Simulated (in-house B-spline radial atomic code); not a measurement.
RPA and G0W0 on HSE06: Ag6+

Configuration [Kr] 4d5, highest spin, mean-field start HSE06. Computed with an all-electron radial atomic-structure program (B-spline basis): all electrons, non-relativistic, point nucleus, each spin shell either full or empty, empty states to l = 9 with an (l + 1/2)⁻⁴ tail; G0W0 by contour deformation at full frequency.

Without relativity these are model numbers: it shifts the levels of so heavy an element strongly and can reorder them.

Command:
```bash
python run_gw.py task.json out
```
Settings (radii: box in bohr, nucleus in fm):
```
Z                        47
electrons                41
configuration            [Kr] 4d5
hamiltonian              nr
method                   hse06
lmax                     9
spin_polarised           True
box_radius               9.29
intervals                51
```

Cost of the run: 2.2 s on 1 thread of Intel(R) Xeon(R) 6975P-C (shared host).

Energies (hartree):

```tsv
term	value
mean-field total	-5189.80310
Hartree-Fock functional on these orbitals	-5188.22254
direct second order	-3.3973
second-order exchange	0.97373
SOSEX correction	0.91728
```

(1) What is the RPA correlation energy, and what remains with SOSEX?

Quasi-particle levels (eV):

| level | occupied | mean field | Σx - vxc | Σc | QP weight | G0W0 |
| --- | --- | --- | --- | --- | --- | --- |
| 4d up | yes | -100.83 | -7.59 | ? | ? | ? |
| 4p down | yes | -149.44 | -7.68 | -0.40 | 0.955 | -157.53 |
| 4d down | no | -91.03 | 9.94 | -3.81 | 0.966 | -84.89 |

G0W0 = mean field + (Σx - vxc) + Σc, with Σc (partial-wave tail included) taken at the quasi-particle energy. Only the outer levels were computed. Levels of low weight are left out.

(2) Where does G0W0 put 4d up?

Results:

(1) RPA gives -3.0538 hartree (-2.03 eV per electron); RPA + SOSEX gives -2.1366, and the second-order doubles -2.4236 hartree (no singles). RPA lacks exchange-type terms and so overcorrelates at short range.

(2) At -108.53 eV, with Σc = -0.11 eV and a quasi-particle weight of 0.965. The tabulated removal energy is 106 ± 2 eV (NIST, tabulated theory); the calculation leaves out relativity, Breit and QED terms, and what these don't explain is the method's own error.
